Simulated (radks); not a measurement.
The numbers below are computed, except where a source is named.
Task: Ionisation of the zinc ion Zn+, [Ar] 3d10 4s1, to Zn2+, [Ar] 3d10, under several functionals. Scalar-relativistic Kohn-Sham, spin-polarised, spherical densities, finite nucleus; open shells are filled with parallel spins first; a radial shooting solver on a logarithmic mesh with Libxc functionals. The NIST Atomic Spectra Database gives 17.964 eV (measured). Rank these functionals by the error of their Delta-SCF ionisation energy: Wu-Cohen GGA; TASK exchange with Perdew-Wang LDA correlation; HCTH/407; LDA (Slater exchange, Perdew-Wang correlation); exchange-only r2SCAN; exchange-only PBE; PBEsol.

Result: From best to worst: TASK exchange with Perdew-Wang LDA correlation 17.993 eV (+0.029); exchange-only r2SCAN 17.796 eV (-0.168); exchange-only PBE 18.269 eV (+0.304); HCTH/407 18.485 eV (+0.521); PBEsol 18.688 eV (+0.723); Wu-Cohen GGA 18.727 eV (+0.763); LDA (Slater exchange, Perdew-Wang correlation) 19.029 eV (+1.065).
